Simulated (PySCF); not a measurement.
Coordinates in bohr (charge 0 multiplicity 1):
```
Sn    0.0000    0.0000    0.0000
Cl    2.5242    2.5242    2.5242
Cl   -2.5242    2.5242   -2.5242
Cl    2.5242   -2.5242   -2.5242
Cl   -2.5242   -2.5242    2.5242
```

Level of theory: PySCF, B3LYP, basis Sn def2-TZVP with ECP28, Cl def2-TZVP (scalar-relativistic core potentials, no spin–orbit coupling, density fitting).

This geometry of SnCl4 is a stationary point at this level.

Q: What is the point group?

A: Td.

Q: Is it a minimum?

A: Yes: all harmonic wavenumbers are real.

Q: Which band is strongest in the infrared?

A: 387 cm⁻¹ (t2), 190 km/mol.

Q: Give the atomic charges and bond orders.

A: 
```
     atom  Mulliken  Löwdin  polar tensor  Mayer order to Sn1
      Sn1      1.15   -0.37          2.04                   –
Cl2,3,4,5     -0.29    0.09         -0.51                1.00
```

Q: What is the atomisation energy, with and without zero-point energy?

A: 1235 kJ/mol without, 1223 kJ/mol with.
